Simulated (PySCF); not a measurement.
A side-by-side comparison of computed properties.

First species: C4H5F3N2Si.
Cartesian coordinates in Å at the PBE0-D3(BJ)/def2-SVP level; atoms count from 1:
```
atom  x, y, z in Å
F1    -0.4698   -2.5692   -0.1570
C2    -1.1184   -1.7237    0.6676
F3    -0.7975   -2.1030    1.9119
F4    -2.4238   -1.9106    0.5115
C5    -0.7469   -0.3148    0.3884
C6    -1.5312    0.8077    0.2847
N7    -0.7501    1.9035    0.0673
C8     0.4772    1.4546    0.0399
N9     0.5627    0.0993    0.2323
Si10   2.0704   -0.8700    0.1577
H11   -2.6159    0.8677    0.3607
H12    1.3684    2.0643   -0.1159
H13    2.1576   -1.5877   -1.1402
H14    3.1511    0.1448    0.2736
H15    2.0762   -1.8158    1.3013
```

Second species: CHBBrF3O.
Bonds: F1–C2, C2–F3, C2–F4, C2–O5, O5–B6, B6–Br7. Hydrogens: H8 on B6.

Levels: CAM-B3LYP/def2-SVPD for dipole moment, HOMO energy, LUMO energy, HOMO–LUMO gap, static isotropic polarisability and electronic spatial extent ⟨r²⟩ about the centre of nuclear charge; TDDFT CAM-B3LYP/def2-SVPD for lowest singlet excitation; TDA CAM-B3LYP/def2-SVPD for lowest triplet excitation (Tamm–Dancoff); ΔSCF CAM-B3LYP/def2-SVPD for vertical ionisation energy; PBE0-D3(BJ)/def2-SVP for rotational constant A and rotational constant C. Geometries: PBE0-D3(BJ)/def2-SVP. Each structure is a single optimised conformer of the isolated species, non-relativistic unless stated. Electronic properties by PySCF.

The conformers computed, where there is a choice (atom-mapped SMILES and torsion angles):
- `[F:1][C:2]([F:3])([F:4])[c:5]1[cH:6][n:7][cH:8][n:9]1[SiH3:10]`: F1–C2–C5–C6 136°
- `[F:1][C:2]([F:3])([F:4])[O:5][BH:6][Br:7]`: F1–C2–O5–B6 61°, C2–O5–B6–Br7 180°

**Question.** Which has the higher rotational constant A?

**Answer.** The second: 5.318 GHz against 1.537 GHz, a difference of 3.781 GHz.

**Question.** Which has the higher ⟨r²⟩?

**Answer.** The first: 1516 bohr² against 1505 bohr², a difference of 11 bohr².

**Question.** Which has the higher T1 energy?

**Answer.** The second: 5.62 eV against 4.23 eV, a difference of 1.39 eV.

**Question.** Which has the higher rotational constant C?

**Answer.** The first: 0.735 GHz against 0.636 GHz, a difference of 0.099 GHz.

**Question.** Which of the two has the higher dipole moment, and by how much?

**Answer.** The first: 2.94 D against 0.70 D, a difference of 2.24 D.

**Question.** Which has the higher LUMO energy?

**Answer.** The first: 0.51 eV against -0.41 eV, a difference of 0.92 eV.

**Question.** Which of the two has the higher static isotropic polarisability, and by how much?

**Answer.** The first: 85.5 au against 54.3 au, a difference of 31.2 au.

**Question.** Which has the higher S1 energy?

**Answer.** The first: 6.31 eV against 5.86 eV, a difference of 0.45 eV.

On the first: The vertical singlet–triplet gap S1 − T1 is 2.08 eV (TDDFT singlet less Tamm–Dancoff triplet; S1: HOMO−1→LUMO, weight 0.68; T1: HOMO→LUMO, weight 0.90). S1 lies 2.96 eV below the HOMO–LUMO gap; its leading configuration is HOMO−1→LUMO, weight 0.68.

On the second: The ΔSCF ionisation energy exceeds −ε(HOMO) by 1.27 eV with CAM-B3LYP. The 10 singlets span 5.86 to 9.41 eV, and their oscillator strengths add up to 0.39. Relativistic effects, spin–orbit coupling among them, are left out although an element past zinc is present.
